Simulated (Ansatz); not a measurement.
Consider the formal exchange of groups at the Si–Ge bond: `[GeH3][SiH2][GeH2][SiH2][GeH3]` + trisilane → `[SiH3][SiH2][SiH2][SiH2][GeH3]` + `[GeH3][SiH2][GeH3]`.

Computed with Ansatz on PBE0-D4/def2-TZVP structures; ΔE is electronic, products minus reactants. CCSD(T)/CBS adds triple-zeta CCSD(T) − MP2 to the extrapolated MP2 energy (def2 sets, frozen cores). DFT in def2-TZVPP. B3LYP here is the variant with VWN-RPA as its local correlation; programs differ in this. HSE06 is defined as in plane-wave codes. For Ge outer-core shells are correlated without core-valence functions, which leaves a few kJ/mol of doubt a bond. Scalar relativity is left out up to krypton. One conformer a species, not always the lowest.

```tsv
level	ΔE (kcal/mol)
revPBE-D4	2.3
r2SCAN-D4	2.9
HSE06-D4	2.7
PBE0	2.7
B3LYP	3.5
CAM-B3LYP	3.4
HF/def2-SVP	3.2
HF/def2-QZVPP	3.7
```

**Question.** What does CCSD(T)/CBS give? (An estimate is asked.)

**Answer.** Computed: +3.8 kcal/mol. The listed levels differ from it by -1.5, -0.9, -1.1, -1.1, -0.3, -0.4, -0.6, -0.1 kcal/mol.

Largest T1 diagnostic among the species: 0.013.

At CCSD(T), def2-SVP lies −0.9 kcal/mol from the extrapolated value and def2-TZVPP −0.0 kcal/mol. Leaving LDA and LC-ωPBE aside and taking each functional with its dispersion term where it has one, the values, not all of them listed here, spread over 2.6 kcal/mol, from B97M-V to B2PLYP.
